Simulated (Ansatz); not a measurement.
Reaction (atomization): `C#C[SiH2]C=O` → 3 C• + 4 H• + O• + Si•

Program: Ansatz. Geometries: PBE0-D4/def2-TZVP. ΔE: electronic, gas phase. CCSD(T)/CBS is the MP2 limit (def2-TZVPP, def2-QZVPP) plus CCSD(T) − MP2 in def2-TZVPP, frozen cores. This one scheme is used for every species, atoms too. Functionals use def2-TZVPP. HSE06 is defined as in plane-wave codes. Open shells (•) are unrestricted, without spin–orbit coupling. Spin–orbit coupling would lower the free atoms: a little for C, O, Si. One conformer a species, not always the lowest.

| level | ΔE (kJ/mol) |
| --- | --- |
| r2SCAN-D4 | 3682.5 |
| HSE06-D4 | 3683.6 |

(1) What does CCSD(T)/CBS give? (Estimate.)

Largest T1 diagnostic among the species: 0.015.

## Answers

(1) The calculation gave: +3672.1 kJ/mol. The listed levels differ from it by 10.4, 11.5 kJ/mol.

In def2-TZVPP, CCSD(T) changes the Hartree–Fock value by +959.5 kJ/mol (the triples alone add +74.4 kJ/mol) and MP2 by +1059.4 kJ/mol; breaking electron pairs costs correlation energy, which Hartree–Fock lacks. The D4 term adds +27.7 kJ/mol with B3LYP and +14.5 kJ/mol with PBE0; it sums over pairs of atoms, weighted by their polarisabilities, and B3LYP, whose exchange is more repulsive, gets the larger term.

B3LYP here is the variant with VWN-RPA as its local correlation; programs differ in this.

For atomizations the MP2-based limit and the directly extrapolated one differ by several kJ/mol either way, and by 10 to 25 for some Ge, Se and Sn compounds, so smaller differences from it don't rank the levels.
